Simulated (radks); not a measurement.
The numbers below are computed, except where a source is named.
Q: C, 6 electrons, occupied as 1s1.75 2s2 2p2 3s0.25 (fractional occupations, a model configuration). Code: a radial shooting solver on a logarithmic mesh with Libxc functionals. Model: Dirac Kohn-Sham, B86b exchange with PBE correlation, spin-unpolarised, spherical densities, finite nucleus; open shells fill j = l - 1/2 first; Fermi nuclear charge, rms radius 2.4702 fm. Some entries of the table are withheld. Estimate them.

orbital  occ.  eigenvalue (hartree)  <r^2> (bohr^2)
1s1/2    1.75             -10.57709             (1)
2s1/2       2                   (2)             (3)
2p1/2       2              -0.28005             (4)
2p3/2       0              -0.27963             (5)
3s1/2    0.25              -0.03443           69.28
3p1/2       0                   (6)           147.8
3p3/2       0                   (7)           147.9

A: 
(1) 1s1/2 <r^2> (bohr^2): 0.09637
(2) 2s1/2 eigenvalue (hartree): -0.59795
(3) 2s1/2 <r^2> (bohr^2): 2.722
(4) 2p1/2 <r^2> (bohr^2): 3.419
(5) 2p3/2 <r^2> (bohr^2): 3.424
(6) 3p1/2 eigenvalue (hartree): -0.01239
(7) 3p3/2 eigenvalue (hartree): -0.01238
